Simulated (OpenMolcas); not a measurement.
A run on Tc3+ among 5 point charges of -2 e arranged as a trigonal bipyramid (D3h), 2.08 Å from the ion.

| Property | Result |
| --- | --- |
| Program | OpenMolcas |
| Method | CASSCF |
| Basis | ANO-RCC-VDZP [6s5p3d1f] |
| Scalar Hamiltonian | DKH2, point nucleus |
| Active space | 4 electrons in 5 orbitals (4d) |
| State averaging | 2S+1 = 5 even, 5 roots; 2S+1 = 3 even, 45 roots; 2S+1 = 1 even, 50 roots |
| Spin-orbit coupling | RASSI with atomic mean-field integrals over the reference wave functions |

43 basis functions. Blocks (2S+1, parity, CSFs, roots kept): 5, even, 5, 5; 3, even, 45, 45; 1, even, 50, 50.

Problem. How long do the RASSCF and RASSI steps take on 1 thread of Arm Neoverse V2 (shared host)?

Solution. About 21 s of wall time, without the integral step.
